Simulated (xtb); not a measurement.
H2S, charge +1, doublet, geometry from GFN2-xTB (a state made from the parent by changing its charge; the spin is typed, not shown lowest); GFN1-xTB (xtb).

xtb was given this input:
```
$ xtb mol.xyz --gfn 1 --chrg 1 --uhf 1 --grad --json

# file mol.xyz
3

S     -0.00036152    -0.00213359     0.10390253
H     -0.03847239     1.00861520    -0.81100328
H      0.04425671    -0.97447779    -0.85143727
```

What the program printed (banner, timings and long lists left out):

```
   ID    Z sym.   atoms
    1   16 S      1
    2    1 H      2, 3

           -------------------------------------------------
          |                Calculation Setup                |
           -------------------------------------------------

           -------------------------------------------------
          |                 G F N 1 - x T B                 |
           -------------------------------------------------

          ...................................................
          :                      SETUP                      :
          :.................................................:
          :  # basis functions                  14          :
          :  # atomic orbitals                  13          :
          :  # shells                            7          :
          :  # electrons                         7          :
          :  # halogen bonds                     0          :
          :  max. iterations                   250          :
          :  Hamiltonian                  GFN1-xTB          :
          :  restarted?                      false          :
          :  GBSA solvation                  false          :
          :  PC potential                    false          :
          :  electronic temp.          300.0000000     K    :
          :  accuracy                    1.0000000          :
          :  -> integral cutoff          0.2500000E+02      :
          :  -> integral neglect         0.1000000E-07      :
          :  -> SCF convergence          0.1000000E-05 Eh   :
          :  -> wf. convergence          0.2000000E-04 e    :
          :  Broyden damping             0.4000000          :
          :  net charge                          1          :
          :  unpaired electrons                  1          :
          ...................................................

 iter      E             dE          RMSdq      gap      omega  full diag
   1     -4.1560896 -0.415609E+01  0.229E+00    7.45       0.0  T
   2     -4.1722609 -0.161714E-01  0.503E-01    7.20       1.0  T
   3     -4.1722760 -0.150645E-04  0.298E-01    7.21       1.0  T
   4     -4.1722761 -0.951580E-07  0.382E-04    7.21     151.3  T
   5     -4.1722761 -0.148315E-09  0.115E-04    7.21     500.9  T
   6     -4.1722761 -0.275335E-13  0.919E-07    7.21   62848.7  T

   *** convergence criteria satisfied after 6 iterations ***

         :::::::::::::::::::::::::::::::::::::::::::::::::::::
         ::                     SUMMARY                     ::
         :::::::::::::::::::::::::::::::::::::::::::::::::::::
         :: total energy              -4.157102408557 Eh    ::
         :: gradient norm              0.025425490546 Eh/a0 ::
         :: HOMO-LUMO gap              7.212152719780 eV    ::
         ::.................................................::
         :: SCC energy                -4.172276083365 Eh    ::
         :: -> electrostatic           0.176134223770 Eh    ::
         :: repulsion energy           0.015469883376 Eh    ::
         :: dispersion energy         -0.000296208568 Eh    ::
         :: halogen bond corr.         0.000000000000 Eh    ::
         :: add. restraining           0.000000000000 Eh    ::
         :: total charge               1.000000000000 e     ::
         :::::::::::::::::::::::::::::::::::::::::::::::::::::

           -------------------------------------------------
          |                Property Printout                |
           -------------------------------------------------

    * Orbital Energies and Occupations

         #    Occupation            Energy/Eh            Energy/eV
      -------------------------------------------------------------
         1        2.0000           -1.2952684             -35.2460
         2        2.0000           -0.9126322             -24.8340
         3        2.0000           -0.8951390             -24.3580
         4        1.0000           -0.8296600             -22.5762 (HOMO)
         5                         -0.5646183             -15.3640 (LUMO)
         6                         -0.5252453             -14.2927
         7                         -0.4701353             -12.7930
         8                         -0.4701353             -12.7930
         9                         -0.4701353             -12.7930
        10                         -0.4349608             -11.8359
        11                         -0.3996540             -10.8751
        12                         -0.1064360              -2.8963
        13                          0.0742533               2.0205
      -------------------------------------------------------------
                  HL-Gap            0.2650417 Eh            7.2122 eV
             Fermi-level           -0.7797693 Eh          -21.2186 eV

  Mulliken/CM5 charges         n(s)   n(p)   n(d)
     1S     0.28663  0.16361   1.961  3.758 -0.005
     2H     0.35669  0.41820   0.643  0.000  0.000
     3H     0.35669  0.41820   0.643  0.000  0.000

Wiberg/Mayer (AO) data.
largest (>0.10) Wiberg bond orders for each atom

 ---------------------------------------------------------------------------
     #   Z sym  total        # sym  WBO       # sym  WBO       # sym  WBO
 ---------------------------------------------------------------------------
     1  16 S    1.743 --     3 H    0.872     2 H    0.872
     2   1 H    0.873 --     1 S    0.872
     3   1 H    0.873 --     1 S    0.872
 ---------------------------------------------------------------------------

Topologies differ in total number of bonds
Writing topology from bond orders to xtbtopo.mol

 dipole moment from electron density (au)
     X       Y       Z
   0.0039   0.0228  -1.1105  total (Debye):    2.823

           -------------------------------------------------
          | TOTAL ENERGY               -4.157102408557 Eh   |
          | GRADIENT NORM               0.025425490546 Eh/α |
          | HOMO-LUMO GAP               7.212152719780 eV   |
           -------------------------------------------------

normal termination of xtb
```
